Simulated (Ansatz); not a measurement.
**Redistribution: CHBr2Cl + CHClF2 → CHBr2F + CHCl2F**

Species: CHBr2Cl `ClC(Br)Br`, singlet; CHClF2 (difluorochloromethane) `FC(F)Cl`, singlet; CHBr2F (dibromofluoromethane) `FC(Br)Br`, singlet; CHCl2F (dichlorofluoromethane) `FC(Cl)Cl`, singlet. The partners trade Cl for F; both sit on C, so the bond types are kept.

Shapes, held fixed at every level: PBE0-D4/def2-TZVP. Programs: Ansatz 0.2.0. The zero-point and thermal change to 298 K, harmonic and unscaled (PBE0-D4/def2-TZVP), is -0.5 kJ/mol.

**What was measured.** Tabulated heats of formation (Active Thermochemical Tables): CHBr2Cl -3.0; CHClF2 -482.8; CHBr2F -179.5; CHCl2F -284.5 kJ/mol, which give ΔH(298 K) = +21.8 kJ/mol.

```csv
level,kind,ΔH (kJ/mol),computed − measured
PBE-D4/def2-TZVPP,GGA,+15.1,-6.7
r2SCAN-D4/def2-TZVPP,meta-GGA,+15.9,-5.9
PBE0-D4/def2-TZVPP,global hybrid,+19.0,-2.8
r2SCAN0-D4/def2-TZVPP,global hybrid,+19.4,-2.4
MP2/def2-SVP,perturbation theory,+31.4,+9.6
CCSD/def2-SVP,coupled cluster or CI,+27.9,+6.1
CCSD/def2-TZVPP,coupled cluster or CI,+23.3,+1.5
CCSD(T)/def2-TZVPP,coupled cluster or CI,+23.0,+1.2
```

Nearest: CCSD(T)/def2-TZVPP (+1.2); farthest: MP2/def2-SVP (+9.6). 8 of 8 levels lie within 10 kJ/mol. Relativity is left out for Br. Outer-core shells of Br are correlated, in sets that cover them unevenly.
